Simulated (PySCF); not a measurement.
isocyanic acid anion (CHNO), SMILES N=C=O (connectivity only; charge and spin as stated), charge -1, multiplicity 2.

Geometry optimised at B3LYP-D3(BJ)/def2-TZVPD. The spin state was assumed, not searched.

Computed with PBE/def2-TZVPD run with PySCF.

The molecule is in vacuum. A positive occupied level means that this level leaves the electron formally unbound; only the finite basis holds it.

```json
{
  "total_energy": "-168.56111 hartree",
  "point_group": "Cs",
  "α spin, highest occupied and lowest empty level": "2.41 and 4.11 eV",
  "β spin, highest occupied and lowest empty level": "-0.15 and 3.39 eV",
  "dipole_moment_about_the_centre_of_nuclear_charge": "0.90 D",
  "mean_static_polarisability": "72.3 bohr³ (10.71 Å³)",
  "polarisability_principal_values": "55.9, 75.3, 85.7 bohr³",
  "⟨S²⟩": "0.752 (pure state 0.75)"
}
```
